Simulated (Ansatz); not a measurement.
Geometry optimisation, RKS BHLYP-D4/def2-SVP in Ansatz 0.2.0.

The input (input.yaml):

```yaml
crystal:
  periodic: [false, false, false]
  atoms:
    - { symbol: Al, position_ang: [0.05298, -0.314951, 0.236696] }
    - { symbol: "N", position_ang: [-0.044567, -0.179475, 2.083953] }
    - { symbol: H, position_ang: [-0.885859, -0.249564, 2.630089] }
    - { symbol: H, position_ang: [0.7692, -0.25505, 2.668711] }
    - { symbol: O, position_ang: [1.589594, -0.242759, -0.452659] }
    - { symbol: H, position_ang: [1.82369, -0.521591, -1.332978] }
    - { symbol: O, position_ang: [-1.308525, -0.528665, -0.739648] }
    - { symbol: H, position_ang: [-2.199689, -0.684617, -0.450883] }
    - { symbol: H, position_ang: [-0.226393, 2.395331, 0.674543] }
    - { symbol: H, position_ang: [-0.195431, 1.90594, 1.202177] }
basis:
  gaussian: { orbitals: def2-SVP }
hamiltonian:
  xc: { name: BHLYP }
  dispersion: d4
relax:
  f_tol: 0.03
  max_steps: 50
```

Command:

```bash
$ ansatz run input.yaml --threads 2 --pin off --max-ram 3072MiB --backend cpu --events-out ev --progress --plain --runs-dir out
```

Where does it end, and by what steps?

The forces met the threshold. After 6 steps the energy has fallen by 0.194 eV; H10 moved furthest, 0.28 Å.

| step | energy less start (eV) | largest force component (eV/Å) | accepted |
| --- | --- | --- | --- |
| 0 | 0.0000 | 1.918 | yes |
| 1 | -0.1563 | 1.057 | yes |
| 2 | -0.1825 | 0.461 | yes |
| 3 | -0.1882 | 0.265 | yes |
| 4 | -0.1916 | 0.052 | yes |
| 5 | -0.1930 | 0.059 | yes |
| 6 | -0.1936 | 0.005 | yes |

```xyz
10
Properties=species:S:1:pos:R:3
Al 0.057 -0.418 0.321
N -0.030 -0.359 2.076
H -0.864 -0.396 2.637
H 0.783 -0.308 2.667
O 1.590 -0.365 -0.383
H 1.783 -0.407 -1.311
O -1.294 -0.566 -0.680
H -2.215 -0.652 -0.473
H -0.241 2.621 0.530
H -0.194 2.175 1.137
```

Whether the end is a true minimum wasn't checked by a vibrational analysis.

Time of the run: 25 s on 2 threads of Arm Neoverse V1, on a shared host, peak memory 0.17 GiB.
